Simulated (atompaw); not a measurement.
# What one change does to a pseudopotential (calcium (Ca), PAW (atompaw))

```json
{
 "Element": "Ca (Z = 20)",
 "Generator": "atompaw 4.2.0.5",
 "Type": "PAW",
 "Functional": "PBE",
 "Relativity": "scalar-relativistic",
 "Frozen core": "[Ne]",
 "Valence charge": "10",
 "Reference configuration": "3s2 3p6 3d0 4s1.5 4p0.5",
 "Partial waves": "3s (bound): rc 1.30 bohr; 4s (bound): rc 2.25 bohr; 3p (bound): rc 1.30 bohr; 4p (bound): rc 2.05 bohr; 3d (bound, empty): rc 2.25 bohr; 3d channel at 1.65 Ry: rc 1.85 bohr",
 "Local potential": "troulliermartins scheme with l = 3 at 0.5 Ry, radius 2.15 bohr",
 "Core correction": "smooth core density matched at 1.60 bohr",
 "Augmentation charge": "sinc compensation charge, radius 1.85 bohr; PAW radius 2.25 bohr; waves and projectors: custom polynom2 7 10 vanderbiltortho"
}
```

All-electron outer shells of the reference configuration (PBE, scalar-relativistic, ld1.x):

| shell | level (eV) | outermost node (bohr) | outermost maximum (bohr) |
| --- | --- | --- | --- |
| 2s | -415.08 | 0.10 | 0.30 |
| 2p | -335.45 | – | 0.25 |
| 3s | -47.79 | 0.45 | 0.99 |
| 3p | -28.70 | 0.42 | 1.04 |
| 4s | -4.11 | 1.43 | 3.38 |
| 3d | -2.50 | – | 1.27 |
| 4p | -1.69 | 1.62 | 4.34 |

Change: all radii scaled by about 1.05 (s 1.36, p 1.36, d 2.36 bohr); local potential troulliermartins scheme with l = 3 at 0.5 Ry, radius 2.24 bohr; augmentation sinc compensation charge, radius 1.94 bohr; PAW radius 2.36 bohr; waves and projectors: custom polynom2 7 10 vanderbiltortho; core correction smooth core density matched at 1.68 bohr.

Cutoffs: the cutoffs (Ry, on a coarse ladder) from which the occupation-weighted sum of valence levels, in a spherical-Bessel basis at the reference potential, stays within 10 and 1 mRy of its value at 400 Ry; they do not see the model core or the augmentation charge, which bear on the density cutoff.

**Question.** What does the change do?

**Answer.** The potential gets softer (35 Ry and 200 Ry → 25 Ry and 180 Ry); neither file shows a bound ghost. A larger radius leaves more room for a smooth pseudo-wave, so fewer plane waves are needed.

```tsv
quantity	base	changed
cutoff, loose	35 Ry	25 Ry
cutoff, tight	200 Ry	180 Ry
bound ghosts	none	none
lowest overlap eigenvalue by channel	s 0.57, p 0.55, d 1.00	s 0.45, p 0.61, d 1.00
```

 The cutoffs see the waves, projectors and local potential, not the compensation charge or the core.
